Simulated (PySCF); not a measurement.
PySCF 2.14 output of an unrestricted r2SCANh calculation on a single atom or ion in aug-cc-pVTZ-PP with ECP10MDF, with a scalar-relativistic core potential:

```
SCF conv_tol = 1e-09
number electrons alpha = 10  beta = 9
    M. Bursch, H. Neugebauer, S. Ehlert, and S. Grimme.,  J. Chem. Phys. 156, 134105 (2022)
cycle= 1 E= -257.708433953878  delta_E= -0.00245  |g|= 0.0615  |ddm|= 0.122
cycle= 2 E= -257.708948544272  delta_E= -0.000515  |g|= 0.0438  |ddm|= 0.0783
cycle= 3 E= -257.709449376121  delta_E= -0.000501  |g|= 0.000299  |ddm|= 0.0314
cycle= 4 E= -257.709449654105  delta_E= -2.78e-07  |g|= 8.39e-06  |ddm|= 0.00157
cycle= 5 E= -257.709449654196  delta_E= -9.18e-11  |g|= 1.23e-06  |ddm|= 3.04e-05
converged SCF energy = -257.709449654196  <S^2> = 0.75001056  2S+1 = 2.0000106
```

The run itself started from symmetry-adapted Hartree-Fock orbitals and held the occupation by maximum overlap, on a logarithmic radial grid, so the iterations belong to that start.

Question: Which element, charge and spin multiplicity is this?

Answer: Ga²⁺ (gallium, charge +2), multiplicity 2; the state was [Ar] 3d10 4d1, 2D determinant (an excited configuration).

Energies and moments cover only the electrons outside the core potential. The outer electron is Rydberg-like, and this basis confines it to a smaller radius and binds it less than a complete one would.
